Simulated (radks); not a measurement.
The numbers below are computed, except where a source is named.
La2+, 55 electrons, occupied as [Kr] 4d10 5s2 5p5 5d1 6p1 (not the ground configuration).

Code: a radial shooting solver on a logarithmic mesh with Libxc functionals. Model: Dirac Kohn-Sham, HCTH/407, spin-unpolarised, spherical densities, finite nucleus; open shells are shared between the two j in proportion to 2j + 1; Fermi nuclear charge, rms radius 4.855 fm.

Energy parts (hartree):
part                       energy
total                  -8500.6577
kinetic                 9095.1424
electron-nucleus      -20640.1936
Hartree                 3252.9914
exchange-correlation    -208.5979

Orbitals (lengths in bohr, moments of r in powers of bohr; r(max) is where P^2 peaks; r(90%) holds 90 % of the orbital's charge):
| orbital | occ. | eigenvalue (hartree) | r(max) | <r^4> | r(90%) | small-component weight |
|---|---|---|---|---|---|---|
| 1s1/2 | 2 | -1423.134 | 0.01608 | 1.921e-06 | 0.0452 | 4.44e-02 |
| 2s1/2 | 2 | -227.3680 | 0.09112 | 0.0003178 | 0.166 | 9.61e-03 |
| 2p1/2 | 2 | -214.5880 | 0.06949 | 0.0002003 | 0.148 | 9.65e-03 |
| 2p3/2 | 4 | -199.4063 | 0.07465 | 0.0002477 | 0.156 | 9.09e-03 |
| 3s1/2 | 2 | -49.26823 | 0.2606 | 0.01306 | 0.418 | 2.93e-03 |
| 3p1/2 | 2 | -43.86510 | 0.2471 | 0.01219 | 0.412 | 2.87e-03 |
| 3p3/2 | 4 | -40.90023 | 0.2584 | 0.01432 | 0.429 | 2.72e-03 |
| 3d3/2 | 4 | -31.41882 | 0.2079 | 0.01106 | 0.403 | 2.60e-03 |
| 3d5/2 | 6 | -30.78275 | 0.2111 | 0.01163 | 0.408 | 2.56e-03 |
| 4s1/2 | 2 | -10.54376 | 0.6082 | 0.3369 | 0.938 | 8.99e-04 |
| 4p1/2 | 2 | -8.54917 | 0.6184 | 0.3966 | 0.979 | 8.35e-04 |
| 4p3/2 | 4 | -7.91622 | 0.6424 | 0.4630 | 1.02 | 7.85e-04 |
| 4d3/2 | 4 | -4.63715 | 0.6656 | 0.7202 | 1.14 | 6.46e-04 |
| 4d5/2 | 6 | -4.52657 | 0.6734 | 0.7566 | 1.15 | 6.33e-04 |
| 5s1/2 | 2 | -2.10241 | 1.398 | 9.882 | 2.18 | 2.09e-04 |
| 5p1/2 | 1.66667 | -1.54275 | 1.520 | 15.36 | 2.44 | 1.71e-04 |
| 5p3/2 | 3.33333 | -1.44245 | 1.580 | 18.00 | 2.54 | 1.59e-04 |
| 5d3/2 | 0.4 | -0.67983 | 2.001 | 67.29 | 3.54 | 9.05e-05 |
| 5d5/2 | 0.6 | -0.66869 | 2.025 | 70.79 | 3.59 | 8.85e-05 |
| 6p1/2 | 0.333333 | -0.44143 | 3.829 | 558.3 | 6.03 | 3.29e-05 |
| 6p3/2 | 0.666667 | -0.42568 | 3.965 | 633.7 | 6.23 | 3.09e-05 |

The highest occupied level is 6p3/2 at -11.583 eV. The electron density at the nucleus is 3.512e+05 e/bohr^3. Summed over all electrons, <r^2> = 62.06 bohr^2, which gives a Langevin (diamagnetic) susceptibility term of -49.1 x 10^-6 cm^3/mol.
